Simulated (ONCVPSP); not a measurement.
Before and after: ONCV potential for bismuth (Bi)

```
Element                 : Bi
Generator               : ONCVPSP 4.0.1
Type                    : optimised norm-conserving Vanderbilt (ONCV)
Functional              : PBE
Relativity              : fully relativistic
Frozen core             : [Xe] 4f14
Valence charge          : 15
Reference configuration : 5d10 6s2 6p2.5 (charge +0.5)
Partial waves           : 6s: rc 1.75 bohr, ncon 4, nbas 8, qcut 3.1 1/bohr, 3 projectors, debl 2.3 Ha; 6p: rc 2.25 bohr, ncon 3, nbas 7, qcut 4 1/bohr, 2 projectors, debl 1.7 Ha; 5d: rc 1.40 bohr, ncon 3, nbas 8, qcut 12 1/bohr, 2 projectors, debl 3.6 Ha
Local potential         : polynomial inside 0.95 bohr (lpopt 5, dvloc0 0 Ha)
Core correction         : polynomial model core, fcfact 0.55
```

Open shells are filled in proportion to 2j + 1.

All-electron outer shells of the reference configuration (PBE, scalar-relativistic, ld1.x):

```tsv
shell	level (eV)	outermost node (bohr)	outermost maximum (bohr)
4f	-156.48	–	0.34
5p	-99.74	0.48	0.86
5d	-30.95	0.51	1.03
6s	-18.15	0.98	1.86
6p	-7.87	1.14	2.41
```

Change: d: qcut 12.8.

Cutoffs: the cutoffs (Ha) at which the residual kinetic energy of the hardest occupied pseudo-wave falls to 1 and 0.1 mHa per electron; they do not see the model core or the augmentation charge, which bear on the density cutoff. Errors are all-electron minus pseudo energies relative to the spin-unpolarised reference configuration.

Problem. Predict the effect on cutoff, ghosts and configuration errors.

Solution. The potential gets harder (27 Ha and 46 Ha → 39 Ha and 53 Ha); both files keep a bound ghost (p, s); the errors of the 4 common tests hardly move. The waves are optimised to have the least kinetic energy above qcut, so the cutoff follows it (qcut²/2 in Ha).

```tsv
quantity	base	changed
cutoff, loose	27 Ha	39 Ha
cutoff, tight	46 Ha	53 Ha
loose cutoff by channel	s 14 Ha, p 6.4 Ha, d 27 Ha	s 14 Ha, p 6.4 Ha, d 39 Ha
bound ghosts	s, p3/2, p1/2	s, p3/2, p1/2
GHOST(+) flags under 300 eV	s at 231.9 eV	s at 231.9 eV
error for 5d10 6s2 6p3, meV [ΔE -3.17 eV]	-0.2	-0.2
error for 5d10 6s2 6p2, meV [ΔE 4.89 eV]	-0.2	-0.2
error for 5d10 6s2 6p1, meV [ΔE 20.32 eV]	-3.8	-3.8
error for 5d10 6s1 6p4, meV [ΔE 6.69 eV]	-6.3	-6.3
s: phases at 1.77 bohr within 0.05 rad from the reference energy up to (Ha; the scan ends near 5)	to the end of the scan	to the end of the scan
p3/2: phases at 2.28 bohr within 0.05 rad from the reference energy up to (Ha; the scan ends near 5)	3.0	3.0
p1/2: phases at 2.28 bohr within 0.05 rad from the reference energy up to (Ha; the scan ends near 5)	3.0	3.0
d5/2: phases at 1.42 bohr within 0.05 rad from the reference energy up to (Ha; the scan ends near 5)	to the end of the scan	to the end of the scan
d3/2: phases at 1.42 bohr within 0.05 rad from the reference energy up to (Ha; the scan ends near 5)	to the end of the scan	to the end of the scan
rms error of d²Exc/dni dnj with the model core, mHa	2.29	2.30
```

 A true bound ghost makes a file unfit for plane-wave use even where its test errors are small: the radial tests pick states by their node count and pass the ghost by.
